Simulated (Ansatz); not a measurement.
Abridged output of a molecular run in Ansatz:

```
Functional definition: HF
1845 factors; integrals over basis functions are off by at most 1.2e-3 eV
mean field evaluation 1: about -8103.0098 eV, gradient 5.4e1 eV
mean field evaluation 2: about -8103.2432 eV, gradient 5.4e1 eV
mean field evaluation 4: about -8108.4436 eV, gradient 3.2e0 eV
mean field evaluation 8: about -8108.4845 eV, gradient 4.1e-1 eV
mean field evaluation 16: about -8108.4852 eV, gradient 2.2e-6 eV
mean field -8108.48521966 eV, -297.9813356939 hartree, gradient 2.2e-6 eV, S^2 0.000000; 0 other end points of the search recorded, 0 dependent functions left out
2 core orbitals not correlated: weight in the atoms' cores, before any rotation towards them, 1.000 or more for the frozen orbitals, at most 0.000 for the correlated occupied ones
reference -8108.48521966 eV, -297.9813356939 hartree; 17, 17 occupied and 273, 273 virtual orbitals, 1845 factors
second order -35.71640167 eV of doubles, -0.00000000 eV of singles
cycle   1  -33.78222319 eV  change     1.9e0 eV  update   1.3e-1
cycle   2  -34.55113245 eV  change   -7.7e-1 eV  update   4.5e-2
cycle   3  -34.74353461 eV  change   -1.9e-1 eV  update   2.4e-2
cycle   4  -34.71172266 eV  change    3.2e-2 eV  update   9.7e-3
cycle   5  -34.69345261 eV  change    1.8e-2 eV  update   4.0e-3
cycle   6  -34.69761657 eV  change   -4.2e-3 eV  update   1.7e-3
cycle   7  -34.69868674 eV  change   -1.1e-3 eV  update   5.1e-4
cycle   8  -34.69810059 eV  change    5.9e-4 eV  update   2.4e-4
cycle   9  -34.69805185 eV  change    4.9e-5 eV  update   1.0e-4
cycle  10  -34.69827416 eV  change   -2.2e-4 eV  update   4.6e-5
cycle  11  -34.69814729 eV  change    1.3e-4 eV  update   1.8e-5
cycle  12  -34.69815674 eV  change   -9.5e-6 eV  update   7.6e-6
perturbative correction -1.29504223 eV, -0.0475919242 hartree
Total energy: -8144.47841863 eV, -299.3040613590 hartree
```

Its atoms:

Cartesian coordinates in Å:
```
N 0.683 -1.079 -0.944
Cd -0.176 0.278 0.249
O -1.031 1.632 1.386
H 1.672 -1.184 -0.745
H 0.271 -1.998 -0.828
H -1.419 2.351 0.882
```

Task: Which basis set was used?
A. def2-SVPD
B. def2-QZVPP
C. def2-SVP
D. cc-pV(T+d)Z

Result: B. It gives 292 functions.

Task: Write the keys of the input that set method, charge and spin (a neutral closed shell needs none for the last two).

Result: 
```yaml
correlation: {method: ccsd_t}
```
